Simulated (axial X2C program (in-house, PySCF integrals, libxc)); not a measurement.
Potential curves of GaBr, 2c

Computed with an axial X2C code built on PySCF integrals. Two-component (2c) means X2C with spin–orbit coupling and atomic mean-field two-electron Coulomb and Gaunt terms. Basis: Br dyall-cv3z [8s9p6d4f1g], Ga dyall-cv3z [9s9p7d4f1g] (cores contracted in-house); Gaussian nuclei, density fitting, unrestricted open shells. Masses: Br 78.918 u, Ga 68.926 u.

State: Ω = 0 (closed shell). Energies in kJ/mol from the fragments at the same level (Br + Ga). Fits are polynomials in 1 − R0/R over 0.85 to 1.23 times the lowest point R0.

```json
{"R (Å)": "2.0663", "CCSD": "", "MP2": "-331.99", "CCSD(T)": ""}
{"R (Å)": "2.1612", "CCSD": "-347.41", "MP2": "-372.07", "CCSD(T)": "-357.99"}
{"R (Å)": "2.2325", "CCSD": "-364.85", "MP2": "-389.28", "CCSD(T)": "-375.50"}
{"R (Å)": "2.3037", "CCSD": "-374.08", "MP2": "-398.26", "CCSD(T)": "-384.79"}
{"R (Å)": "2.3750", "CCSD": "-377.06", "MP2": "-401.01", "CCSD(T)": "-387.81"}
{"R (Å)": "2.4581", "CCSD": "-374.64", "MP2": "-398.30", "CCSD(T)": "-385.40"}
{"R (Å)": "2.5413", "CCSD": "-367.55", "MP2": "-390.93", "CCSD(T)": "-378.31"}
{"R (Å)": "2.6481", "CCSD": "-353.78", "MP2": "-376.77", "CCSD(T)": "-364.49"}
{"R (Å)": "2.7787", "CCSD": "", "MP2": "-355.01", "CCSD(T)": ""}
{"R (Å)": "2.9688", "CCSD": "", "MP2": "-319.22", "CCSD(T)": ""}
```

Correlated methods: 10 electrons correlated (number of frozen shells: Br 3 s, 2 p, 1 d; Ga 3 s, 2 p, 1 d), 274 virtual spin orbitals or spinors in MP2, 90 natural virtuals in coupled cluster.

The state is one determinant whose occupation by symmetry is held fixed; it was picked as the lowest of a PBE0 search that is not exhaustive. The closed shell is kept restricted, so the energy runs too high when the bond is stretched far. Dissociation energies refer to the lowest single-determinant-based atoms at the same level and basis. Coupled cluster ran in a truncated set of natural virtual spinors; the MP2 energy of the rest was added. (T) has no such correction and the atoms are truncated less, which lowers De at CCSD(T) by a hundredth of an eV or more. With the outer-core shells frozen, correlated bond lengths of heavy atoms tend to come out a few hundredths of an ångström too long. Coupled cluster ran on the points near the minimum only. MP2 and coupled cluster on one determinant become unreliable at the stretched end.

(1) What are Re, ωe and De at the CCSD level?

(2) What are Re, ωe and De at the MP2 level?

(3) Fit the CCSD(T) curve near its minimum: give the equilibrium distance, the harmonic wavenumber and the well depth.

Results:

(1) At CCSD, 2c: Re = 2.381 Å, ωe ≈ 264 cm⁻¹, De = 3.91 eV to Br + Ga; Be follows as 0.0808 cm⁻¹.

(2) At MP2, 2c: Re = 2.377 Å, ωe ≈ 266 cm⁻¹, De = 4.16 eV to Br + Ga; Be follows as 0.0811 cm⁻¹.

(3) At CCSD(T), 2c: Re = 2.381 Å, ωe ≈ 264 cm⁻¹, De = 4.02 eV to Br + Ga; Be follows as 0.0808 cm⁻¹.
